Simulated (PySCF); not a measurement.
C3H10Si, SMILES C([SiH3])CC. Atoms are numbered in the order given.

```xyz
14

Si     0.0751     1.7897     0.0000
C     -0.5872     0.0182     0.0000
C      0.4971    -1.0697     0.0000
C     -0.0725    -2.4887     0.0000
H     -1.0498     2.7722     0.0000
H      0.9176     2.0333     1.2099
H      0.9176     2.0333    -1.2099
H     -1.2438    -0.1015     0.8811
H     -1.2438    -0.1015    -0.8811
H      1.1513    -0.9376     0.8803
H      1.1513    -0.9376    -0.8803
H     -0.7014    -2.6639    -0.8887
H      0.7270    -3.2469     0.0000
H     -0.7014    -2.6639     0.8887
```
Charge 0, spin multiplicity 1.

Coordinates come from a B3LYP-D3(BJ)/def2-SVP optimisation. One conformer was computed; it need not be the lowest.

The numbers are results of HF/pcSseg-1 (PySCF), not measurements.

GIAO shieldings, no solvent; atoms alike by connectivity are averaged. δ = σ(ref) − σ: ²⁹Si against TMS (σ = 393.8 ppm); ¹³C against TMS (σ = 192.6 ppm); ¹H against TMS (σ = 31.99 ppm), references at their B3LYP-D3(BJ)/def2-TZVP geometries, non-relativistic.

| nucleus | atoms | count | δ (ppm) |
|---|---|---|---|
| ²⁹Si | Si1 | 1 | -55.8 |
| ¹³C | C4 | 1 | 22.0 |
| ¹³C | C3 | 1 | 21.9 |
| ¹³C | C2 | 1 | 12.1 |
| ¹H | H5, H6, H7 | 3 | 3.92 |
| ¹H | H12, H13, H14 | 3 | 1.44 |
| ¹H | H10, H11 | 2 | 1.40 |
| ¹H | H8, H9 | 2 | 0.67 |
